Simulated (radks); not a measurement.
Values are calculated unless marked as measured or tabulated.
All-electron atom: Pm in [Xe] 4f5 6s2.

Level of theory: scalar-relativistic Kohn-Sham, OLYP, spin-unpolarised, spherical densities, finite nucleus; Fermi nuclear charge, rms radius 4.962 fm (a radial shooting solver on a logarithmic mesh with Libxc functionals).

Energy parts (eV):
| part | energy |
|---|---|
| total | -272757.96 |
| kinetic | 290886.76 |
| electron-nucleus | -663163.95 |
| Hartree | 105845.32 |
| exchange-correlation | -6326.10 |

Orbitals (lengths in bohr, moments of r in powers of bohr; <r^-3> diverges for s and p1/2):
orbital,occ.,eigenvalue (eV),<r^2>,<r^-3>
1s,2,-45013.77,0.0007319,-
2s,2,-7324.062,0.01156,-
2p,6,-6542.063,0.009260,9575
3s,2,-1597.851,0.07750,-
3p,6,-1352.237,0.07754,1967
3d,10,-1015.891,0.06555,268.2
4s,2,-317.7102,0.3963,-
4p,6,-237.0630,0.4476,430.8
4d,10,-123.1717,0.5484,48.57
5s,2,-41.9618,2.327,-
5p,6,-22.7148,3.230,57.35
6s,2,-3.2240,22.84,-
4f,5,-2.3169,1.562,5.561

The highest occupied level is 4f at -2.317 eV. For comparison, the ionisation energy in NIST's Atomic Spectra Database is 5.582 eV (measured). In exact Kohn-Sham theory the highest level is minus the ionisation energy, but local and semilocal functionals leave it too shallow, through self-interaction and a potential that decays too fast; potentials with the right tail come closer. Summed over all electrons, <r^2> = 87.84 bohr^2, which gives a Langevin (diamagnetic) susceptibility term of -69.6 x 10^-6 cm^3/mol. The density falls to 0.001 e/bohr^3 at r = 5.31 bohr.

Beside tabulated values, note that spin-unpolarised runs miss the spin-polarisation part of the exchange energy of open shells.
